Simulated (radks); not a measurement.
Results of a calculation; reference values are marked as such.
Excited configurations of neutral aluminium: one electron is placed in a higher orbital outside [Ne] 3s2. The ground configuration is [Ne] 3s2 3p1. Level of theory: non-relativistic Kohn-Sham, PBE, spin-polarised, spherical densities, point nucleus; open shells are filled with parallel spins first (a radial shooting solver on a logarithmic mesh with Libxc functionals). Excitation = E - E(ground); binding = E(ion) - E, where the ion is the core of charge +1; n* = 1/sqrt(2 binding) in atomic units, and the quantum defect is n - n*.

outer orbital  excitation (eV)  binding (eV)     n*  quantum defect  eigenvalue (eV)  <r> (bohr)
4s                       3.007         2.957  2.145           1.855           -1.807       7.403
4p                       3.815         2.148  2.517           1.483           -1.246       9.379
4d                       4.740         1.223  3.335           0.665           -0.678       15.64
5p                       4.762         1.202  3.364           1.636           -0.747       17.97
5f                       5.290         0.673  4.495           0.505           -0.405       28.26
6s                       5.022         0.941  3.802           2.198           -0.622       24.37
6p                       5.179         0.784  4.165           1.835           -0.515       28.71
7s                       5.325         0.639  4.615           2.385           -0.438       36.63

The Delta-SCF ionisation energy is 5.964 eV (NIST Atomic Spectra Database: 5.986 eV, measured). Self-interaction in the functional shifts the binding energies and quantum defects, so they are the method's values and not measured ones. Open shells are spherical and high-spin; term and fine-structure splittings are not resolved.
